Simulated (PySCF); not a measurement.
Species: C₅H₁₀OS.
Cartesian coordinates in Å at the GFN2-xTB level; atoms count from 1:
```
atom  x, y, z in Å
C1    -2.1743   -0.5745    0.0059
C2    -1.0920    0.4947    0.1002
C3     0.2335    0.0324   -0.5016
C4     1.3013    1.1252   -0.4291
S5     1.9846    0.4170    1.1553
O6     3.4060    0.1263    0.9951
C7     0.9731   -0.9559    0.4014
H8    -1.8747   -1.4804    0.5267
H9    -2.3679   -0.8284   -1.0340
H10   -3.1000   -0.2168    0.4491
H11   -0.9339    0.7710    1.1454
H12   -1.4279    1.3867   -0.4344
H13    0.0554   -0.3434   -1.5141
H14    0.9413    2.1472   -0.3495
H15    2.0591    1.0481   -1.2039
H16    1.6383   -1.6249   -0.1371
H17    0.3711   -1.5122    1.1134
```

NICS = −σ at a ghost point: NICS(0) at the centroid of the ring atoms, NICS(1) 1 Å to either side along the normal of their mean plane, zz for the tensor component along that normal. Level: GIAO PBE0/pcSseg-1 (PySCF, non-relativistic, gas phase) on the GFN2-xTB geometry, one conformer.

Ring bond lengths (Å), with Mayer bond orders in brackets: C3–C4 1.530 (0.99), C4–S5 1.865 (0.87), S5–C7 1.865 (0.87), C7–C3 1.529 (0.98).

Q: What do the NICS probes read (ppm)?

A: 
```json
{"ring": "C3–C4–S5–C7", "type": "4-membered ring with S; formal bonds all single", "NICS(0)": "-1.3", "NICS(1), two faces": "1.8 / -3.4", "NICS(1)zz, two faces": "7.2 / -1.6", "rms pucker (Å)": "0.14", "centre to ring atoms, mean (Å)": "1.19"}
```

Q: What do they say, and how far can they be read as aromaticity?

A: 
- C3–C4–S5–C7: mean NICS(1)zz 2.8 ppm, near zero. C3, C4, C7 have four or more neighbours, and the NICS criterion for π rings isn't applied. The two faces differ by 8.8 ppm, so no symmetry operation interchanges them.

Q: What are the shieldings of the ring atoms and their hydrogens in the same run (means over atoms taken as equivalent)?

A: 
```
   atoms                 environment  σ isotropic (ppm)
      C3   four-membered-ring carbon              156.8
 C4 (×2)  sp3 carbon bound to sulfur              124.3
      S5             sulfinyl sulfur              150.1
     H13            methine hydrogen              29.46
H14 (×2)          methylene hydrogen              28.60
H15 (×2)          methylene hydrogen              28.66
```

On one thread, Intel Xeon at 2.50 GHz (x86_64), no GPU (shared host), this took 63 s wall and 0.80 GiB of memory at its peak. This is the whole shielding run at PBE0/pcSseg-1, SCF included.
